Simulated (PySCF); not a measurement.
Species: C5H8NOP.
Numbering: `[CH3:1][P:2]([NH2:3])[c:4]1[cH:5][cH:6][o:7][cH:8]1` (hydrogens: H9, H10, H11 on C1; H12, H13 on N3; H14 on C5; H15 on C6; H16 on C8)

A GFN2-xTB structure was refined with PBE0/def2-SV(P) geometry optimisation, gas phase in PySCF. Its GFN2-xTB values:

```
 coordinate  GFN2-xTB
      C1–P2   1.854 Å
      C1–H9   1.088 Å
      P2–N3   1.729 Å
      P2–C4   1.819 Å
     N3–H12   1.016 Å
      C4–C5   1.425 Å
      C4–C8   1.365 Å
      C5–C6   1.357 Å
     C5–H14   1.070 Å
      C6–O7   1.346 Å
     C6–H15   1.072 Å
      O7–C8   1.342 Å
     C8–H16   1.072 Å
   C1–P2–N3     95.9°
   C1–P2–C4     97.4°
   P2–C4–C5    128.6°
   P2–C4–C8    126.0°
   N3–P2–C4     96.1°
   C5–C4–C8    105.4°
   C5–C6–O7    110.9°
   C6–O7–C8    106.8°
C1–P2–C4–C5      -69°
```

Question: How do these coordinates change at the PBE0/def2-SV(P) level?

Answer: 
```csv
coordinate,PBE0/def2-SV(P) (Å or °),change
P2–N3,1.765,+0.036
C5–H14,1.089,+0.019
C8–H16,1.089,+0.017
C6–H15,1.089,+0.017
C1–H9,1.104,+0.016
C4–C5,1.439,+0.014
N3–H12,1.023,+0.007
C6–O7,1.352,+0.006
C1–P2,1.849,-0.005
C5–C6,1.360,+0.003
C4–C8,1.368,+0.003
O7–C8,1.344,+0.002
P2–C4,1.818,-0.001
C1–P2–C4,100.1,+2.7
P2–C4–C5,129.8,+1.2
N3–P2–C4,97.2,+1.1
P2–C4–C8,125.1,-0.9
C1–P2–N3,96.4,+0.5
C6–O7–C8,107.2,+0.4
C5–C6–O7,110.6,-0.3
C5–C4–C8,105.1,-0.3
C1–P2–C4–C5,-62,+7
```

The energy falls by 0.075 eV over 8 energy and gradient evaluations, the largest force component goes from 0.0138 to 3.0e-04 Eh/bohr, and the atoms move by 0.103 Å rms after alignment. The bond that changes most is P2–N3 (ends: three-coordinate phosphorus; nitrogen bonded to P and 2 H), which lengthens by 0.036 Å. Bonds longer at the end by more than 0.005 Å: 11 of 16; shorter: 0. Rotational constants go from 3751, 1124, 1058 to 3713, 1087, 1042 MHz.

The run used 132 basis functions and 54 SCF cycles in all. Hardware: one thread of an Intel Xeon 6975P-C, no GPU, shared host. Cost: 38 s, 0.61 GiB resident at most.

Stationary, but not proved a minimum. One conformer, not necessarily the lowest.

Conformer computed: `[CH3:1][P:2]([NH2:3])[c:4]1[cH:5][cH:6][o:7][cH:8]1`: C1–P2–C4–C5 -62°, H–N3–P2–C1 -67°, H–N3–P2–C1 175°.
